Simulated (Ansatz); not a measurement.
Cost and result for the atomization energy of C₆H₃FSi, SMILES `C#C[Si](F)(C#C)C#C` (11 atoms, 10 bonds).

```xyz
11

C     0.5932   -2.5345   -1.2103
C     0.1396   -1.4702   -0.8730
Si   -0.5239    0.1302   -0.3503
F    -1.8156    0.4510   -1.2147
C    -0.9956    0.0736    1.3959
C    -1.2947    0.0324    2.5625
C     0.6975    1.4363   -0.6285
C     1.5209    2.2985   -0.8040
H     0.9927   -3.4764   -1.5106
H    -1.5619   -0.0036    3.5941
H     2.2478    3.0626   -0.9610
```

The species carries charge 0 and has multiplicity 1. The structure was optimised at the PBE0-D4/def2-TZVP level. Program: Ansatz. All runs use 4 threads of an AMD EPYC 9R45 on a shared host. Times are those of one run each, without the atoms' runs, and a repeat can differ threefold. Electronic energies, without spin–orbit coupling; frozen cores. CCSD(T)/CBS adds CCSD(T) − MP2 in def2-TZVPP to the MP2 limit, and its time is that of the two runs behind it. T1 = 0.014. B3LYP takes the VWN-RPA correlation (the form of Gaussian; ORCA's B3LYP/G). HSE06 is the plane-wave form, built on full-range PBE exchange.

CCSD(T)/CBS is a level of theory with its own doubt, some kJ/mol a heavy atom from the limit and from the frozen cores, so smaller differences don't rank the functionals.

```tsv
level	functions	wall time	atomization (kJ/mol)	difference from CCSD(T)/CBS	per bond
revPBE-D4/def2-TZVPP	301	1.4 s	5376.7	22.6	2.3
BLYP-D4/def2-TZVPP	301	1.5 s	5382.3	28.2	2.8
BHLYP-D4/def2-TZVPP	301	2 s	5130.3	-223.8	-22.4
HSE06-D4/def2-TZVPP	301	2.2 s	5391.4	37.3	3.7
CAM-B3LYP-D4/def2-TZVPP	301	2.2 s	5352.6	-1.5	-0.2
B3LYP-D4/def2-TZVPP (with forces)	301	3.2 s	5341.8	-12.3	-1.2
B2PLYP/def2-TZVPP	301	3.9 s	5328.3	-25.8	-2.6
ωB97X-V/def2-TZVPP	301	4.2 s	5328.1	-26.0	-2.6
B97M-V/def2-TZVPP	301	4.4 s	5361.9	7.8	0.8
CCSD(T)/def2-SVP	131	6 s	5066.9	-287.2	-28.7
MP2/def2-QZVPP	559	15 s	5516.4	162.3	16.2
CCSD(T)/def2-TZVPP	301	5.6 min	5203.3	-150.8	-15.1
CCSD(T)/CBS(def2)	–	5.8 min	5354.1	0.0	0.0
```

From PBE to PBE0 (25 % exact exchange), in def2-TZVPP and without D4, the atomization energy moves by −150.1 kJ/mol: exact exchange takes away binding that semilocal exchange gives to molecules. The D4 term adds +46.5 kJ/mol with B3LYP and +24.9 kJ/mol with PBE0; it sums over pairs of atoms, weighted by their polarisabilities, and B3LYP, whose exchange is more repulsive, gets the larger term. In def2-TZVPP, CCSD(T) changes the Hartree–Fock value by +1329.9 kJ/mol (the triples alone add +121.4 kJ/mol) and MP2 by +1553.3 kJ/mol; breaking electron pairs costs correlation energy, which Hartree–Fock lacks.
